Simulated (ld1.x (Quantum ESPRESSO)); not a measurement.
## Al (Z = 13): variants of one TM potential

Base potential:

aluminium (Al), norm-conserving Troullier–Martins (Kleinman–Bylander form), made with ld1.x (Quantum ESPRESSO) 7.5 (Wu–Cohen, scalar-relativistic). Core [Ne], reference 3s2 3p0 (charge +1). Waves: 3p (bound, empty): rc 1.80 bohr; 3s (bound): rc 1.85 bohr. Local part: the s channel. Core correction: Bessel-smoothed model core inside 0.90 bohr.

All-electron outer shells of the reference configuration (Wu–Cohen, scalar-relativistic, ld1.x):

| shell | level (eV) | outermost node (bohr) | outermost maximum (bohr) |
| --- | --- | --- | --- |
| 3s | -14.80 | 0.80 | 2.01 |
| 3p | -9.04 | 0.81 | 2.39 |

Cutoffs, loose and tight: the cutoffs (Ry, on a coarse ladder) from which the occupation-weighted sum of valence levels, in a spherical-Bessel basis at the reference potential, stays within 10 and 1 mRy of its value at 400 Ry. They do not see the model core or the augmentation charge, which bear on the density cutoff. Test errors are all-electron minus pseudo excitation energies from the reference, over the configurations 3s2 3p1; 3s1 3p0; 3s2 3p0.5; 3s1 3p2; 3s1 3p1; 3s0 3p3; 3s2 3p1.3. A dash means not determined; rows that change the core or the reference have their own tests.

```tsv
change	outcome	cutoff, loose	cutoff, tight	bound ghosts	largest test error (meV)
base	generated	10 Ry	30 Ry	none	-6.5
core correction none	generated	10 Ry	30 Ry	none	+7.3
core correction Bessel-smoothed model core inside 0.84 bohr	generated	10 Ry	30 Ry	none	-6.5
core correction Bessel-smoothed model core inside 1.00 bohr	generated	10 Ry	30 Ry	none	-6.5
core correction Bessel-smoothed model core inside 1.24 bohr	generated	10 Ry	30 Ry	none	-6.5
core correction Bessel-smoothed model core inside 1.50 bohr	generated	10 Ry	30 Ry	none	-6.3
core correction Bessel-smoothed model core inside 1.64 bohr	generated	10 Ry	30 Ry	none	-8.4
core correction Bessel-smoothed model core inside 1.92 bohr	generated	10 Ry	30 Ry	none	-19
```

Task: What comes out with this change to the base: core correction Bessel-smoothed model core inside 2.18 bohr?

Result: outcome: generated; cutoff, loose: 10 Ry; cutoff, tight: 30 Ry; bound ghosts: none; largest test error (meV): -24.
